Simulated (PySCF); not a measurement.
# Structure from 2D NMR

Compound of formula C$_{4}$H$_{9}$PSi$_{2}$. Correlations simulated from computed shifts and the bond graph:

HSQC (one-bond C–H):
```
  δH     δC
6.64  128.8
6.59  127.6
5.73  127.6
5.67  128.8
```

COSY cross peaks (H two or three bonds apart, from the bond graph; peaks can be absent where the dihedral angle is near 90°):
```
  δH    δH
6.64  5.67
6.59  5.73
5.23  4.74
5.23  4.70
5.23  1.21
4.74  4.70
```

HMBC (two and three bonds, from the bond graph):
```
  δH                   δC
6.64         160.1, 155.1
6.59         160.1, 155.1
5.73         160.1, 155.1
5.67         160.1, 155.1
5.23  160.1, 155.1, 127.6
4.74  160.1, 155.1, 128.8
4.70  160.1, 155.1, 128.8
1.21                160.1
```

Carbons without hydrogens: δ 160.1, 155.1.

[PySCF 2.14.0 with density-fitted response routines: coordinates at the GFN2-xTB level; PBE0/pcSseg-1 with gauge-including orbitals; isolated molecule; one computed conformer; non-relativistic; averaged over atoms made equivalent by symmetry, fast rotation or ring inversion]

Chemical shifts δ = σref − σ; ¹H (σ = 31.72 ppm), ¹³C (σ = 186.93 ppm) vs TMS, all at this level.

Exchangeable hydrogens are left out of these lists.

Work out the connectivity.

Answers

`[Si@@H]1(P)[SiH2]C(=C)C1=C`.

Atom-mapped SMILES (the numbers label the heavy atoms): `[CH2:1]=[C:2]1[SiH2:3][Si@@H:4]([PH2:5])[C:6]1=[CH2:7]`. Each H is labelled by its parent atom. Ha(C7) is cis to C2; Ha(Si3) is cis to P5 on the ring; Ha(C1) is cis to Si3; Hb(C7) is trans to C2; Hb(Si3) is trans to P5 on the ring; Hb(C1) is trans to Si3.

1. δC 160.1 is C6, a fully substituted alkene carbon.
2. δC 155.1 is C2, a fully substituted alkene carbon.
3. δC 128.8 is C1, a terminal =CH2 carbon (δH 5.67, 6.64).
4. δC 127.6 is C7, a terminal =CH2 carbon (δH 6.59, 5.73).
5. HMBC from δH 6.64 reaches the proton-free carbons C6, C2.
6. HMBC from δH 6.59 reaches the proton-free carbons C6, C2.
7. HMBC from δH 5.73 reaches the proton-free carbons C6, C2.
8. HMBC from δH 5.67 reaches the proton-free carbons C6, C2.
9. COSY links 6.64–5.67, 6.59–5.73, 5.23–4.74, 5.23–4.70, 5.23–1.21, 4.74–4.70.

The data come from this structure; uniqueness wasn't tested.

Shifts are as computed. Against solution values, carbons near 30 ppm lie about +3 ppm off and those near 130 ppm about +5 ppm. Of 1211 compounds with measured shifts, 218 miss one by over three times the rms of a fit or turn the order of signals round; such compounds aren't used in these exercises.
